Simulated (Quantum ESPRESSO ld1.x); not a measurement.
Values are calculated unless marked as measured or tabulated.
Task: The aim is neutral thulium in [Xe] 4f13 6s2. What will ld1.x (Quantum ESPRESSO 7.5) do with this input?

```
 &input
    zed=69.0,
    iswitch=1,
    rel=1,
    lsd=1,
    dft='PW',
    config='[Xe] 4f13 6s2',
    isic=1,
    latt=1,
    prefix='ld1',
    max_out_wfc=37,
    file_charge='ld1.rho',
 /
```

Result: Refused. The program stops in ld1_readin with "isic and latter correction not allowed": the two corrections exclude each other.

Output (excerpt):

```
     Program LD1 v.7.5 starts

 %%%%%%%%%%%%%%%%%%%%%%%%%%%%%%%%%%%%%%%%%%%%%%%%%%%%%%%%%%%%%%%%%%%%%%%%%%%%%%
     Error in routine ld1_readin (1):
     isic and latter correction not allowed
 %%%%%%%%%%%%%%%%%%%%%%%%%%%%%%%%%%%%%%%%%%%%%%%%%%%%%%%%%%%%%%%%%%%%%%%%%%%%%%

     stopping ...
```

Run on one thread of a shared host, so times are rough (Intel(R) Xeon(R) Processor @ 2.60GHz): 0.5 s of CPU time, 0.53 s wall.
